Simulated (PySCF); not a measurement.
SiHF, SMILES F[SiH] (connectivity only; charge and spin as stated), neutral, multiplicity 1. Geometry: PBE0-D3(BJ)/def2-TZVPD. The isomer is the one that the SMILES or the coordinates give; other isomers of the formula were not compared.

All values below come from PBE0-D3(BJ)/def2-TZVPD (PySCF 2.14.0).

Harmonic wavenumbers (cm⁻¹): 843, 865, 1972. Rotational constants (GHz): 223.9, 16.73, 15.57; symmetry number 1.

Work out the zero-point energy and the ideal-gas rigid-rotor harmonic-oscillator thermochemistry at 298.15 K and 1 atm.

ZPE = ½ Σ hcν = ½ × 3681 cm⁻¹ = 5.26 kcal/mol. H − E(el) = 7.71 kcal/mol. Entropy in cal/(mol K): translation 37.54, rotation 19.25, vibration 0.34, total 57.12. G − E(el) = -9.32 kcal/mol. Cp = 9.09 cal/(mol K).
